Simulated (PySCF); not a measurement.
Structure with atom numbers: `[CH3:1][C:2](=[O:3])[N:4]1[BH:5][NH:6][BH:7][NH:8][BH:9]1`. Each H is labelled by its parent atom.

- GIAO PBE0/pcSseg-1 shieldings
- PBE0-D3(BJ)/def2-SVP geometry
- program: PySCF
- non-relativistic, rapidly exchanging positions averaged, one conformer, no solvent model

Referencing at the same level of theory: TMS for ¹³C (σ = 184.41 ppm), ¹H (σ = 31.27 ppm); ¹⁷O (σ = 334.56 ppm) against H2O; ¹⁵N (σ = 265.67 ppm) against NH3; ¹¹B (σ = 100.73 ppm) vs BF3·OEt2.

| atoms | nucleus | count | Hirshfeld charge | δ (ppm) |
| --- | --- | --- | --- | --- |
| C1 | ¹³C | 1 | -0.12 | 27.1 |
| O3 | ¹⁷O | 1 | -0.24 | 546.7 |
| C2 | ¹³C | 1 | 0.20 | 179.9 |
| H(B7) | ¹H | 1 | -0.06 | 4.76 |
| H(N6)/H(N8) | ¹H | 2 | 0.14 | 5.82 |
| B5/B9 | ¹¹B | 2 | 0.17 | ? |
| H(B5)/H(B9) | ¹H | 2 | -0.06 | ? |
| N6/N8 | ¹⁵N | 2 | -0.22 | 146.6 |
| H(C1) | ¹H | 3 | 0.05 | ? |
| N4 | ¹⁵N | 1 | -0.16 | 207.3 |
| B7 | ¹¹B | 1 | 0.17 | 28.1 |

Complete the table.

Answers


- H(B5)/H(B9): 5.40 ppm, hydrogen on a boron bonded to 2 N, in a 6-membered ring
- H(C1): 2.33 ppm, hydrogen on a methyl carbon α to a carbonyl; α to C=O
- B5/B9: 29.6 ppm, boron bonded to 2 N, H, in a 6-membered ring

OH and NH positions are those of a molecule without intermolecular hydrogen bonds; in solution they move with solvent, concentration and temperature, and exchange usually removes their couplings. Hydrogens on boron are broadened and split by ¹¹B (spin 3/2, 80 %) and 10B (spin 3). Shifts are as computed. Against solution values, carbons near 30 ppm lie about +2 ppm off and those near 130 ppm about +5 ppm. Of 1313 compounds with measured shifts, 239 miss one by over three times the rms of a fit or turn the order of signals round; such compounds aren't used in these exercises. Unscaled 17O shifts of doubly bonded oxygen tend to come out too high, by tens of ppm or more. Experimental scales use liquid or dissolved standards, which lie at an offset from isolated NH3 (liquid NH3: subtract about 20 ppm) and H2O (liquid H2O: subtract about 36 ppm). Unscaled 15N shifts of sp2 nitrogen come out 20 to 40 ppm too high even then.
